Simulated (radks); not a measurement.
Results of a calculation; reference values are marked as such.
All-electron atom: the potassium ion K3+ in [Ne] 3s2 3p4 (the NIST ground configuration). Code: a radial shooting solver on a logarithmic mesh with Libxc functionals. Model: non-relativistic Kohn-Sham, TPSS, spin-polarised, spherical densities, point nucleus; open shells are filled with parallel spins first; meta-GGA in the generalised Kohn-Sham scheme. Some entries of the table are withheld. Estimate them.

orbital  occ.  eigenvalue (hartree)  <1/r> (bohr^-1)  r(max) (bohr)
1s up       1             -130.7965            18.55        0.05352
1s down     1             -130.7744            18.55        0.05352
2s up       1             -14.52160            3.776         0.3193
2s down     1             -14.50546            3.775         0.3194
2p up       3             -11.89070            3.695         0.2626
2p down     3             -11.86471            3.694         0.2629
3s up       1              -2.71834            1.153            (1)
3s down     1              -2.59601            1.147            (2)
3p up       3              -2.06718            1.052            (3)
3p down     1              -1.95290            1.041            (4)
3d up       0                   (5)           0.8154          1.180
3d down     0                   (6)           0.7930          1.217
4s up       0              -0.83732           0.4494          2.769
4s down     0              -0.80995           0.4415          2.805

Answer. 
(1) 3s up r(max) (bohr): 1.052
(2) 3s down r(max) (bohr): 1.054
(3) 3p up r(max) (bohr): 1.099
(4) 3p down r(max) (bohr): 1.106
(5) 3d up eigenvalue (hartree): -1.11316
(6) 3d down eigenvalue (hartree): -1.02318
